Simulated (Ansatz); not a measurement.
`NB(F)Cl` and `[NH2][Ga]([F])[Cl]` differ in one element.

Ansatz, PBE0-D4/def2-TZVP geometries, multiplicity 1. Each molecule was computed in one conformer, which needn't be the lowest.

Scalar relativity is left out up to krypton.

| property | `NB(F)Cl` |
| --- | --- |
| HOMO energy (PBE/def2-TZVPP) / eV | -7.12 |
| HOMO energy (PBE0/def2-TZVPP) / eV | -8.57 |
| HOMO energy (B3LYP/def2-TZVPP) / eV | -8.31 |
| HOMO–LUMO gap (ωB97M-V/def2-TZVPP) / eV | 12.88 |
| LUMO energy (ωB97M-V/def2-TZVPP) / eV | 1.98 |
| LUMO energy (B3LYP/def2-TZVPP) / eV | 0.32 |

Task: Give the same properties after the change, and the shifts. (An estimate is asked.)

Result: Ansatz gave: 
```
                               property  `[NH2][Ga]([F])[Cl]`  shift
      HOMO energy (PBE/def2-TZVPP) / eV                 -6.74   0.38
     HOMO energy (PBE0/def2-TZVPP) / eV                 -8.18   0.39
    HOMO energy (B3LYP/def2-TZVPP) / eV                 -7.93   0.38
HOMO–LUMO gap (ωB97M-V/def2-TZVPP) / eV                 11.36  -1.52
  LUMO energy (ωB97M-V/def2-TZVPP) / eV                  0.79  -1.19
    LUMO energy (B3LYP/def2-TZVPP) / eV                 -1.42  -1.74
```

With PBE0 the HOMO rises by 0.39 eV and the LUMO falls by 1.75 eV, so the gap narrows by about 2.14 eV. PBE moves the HOMO by 0.38 eV and ωB97M-V by 0.33 eV.

B3LYP here is the variant with VWN-RPA as its local correlation; programs differ in this.
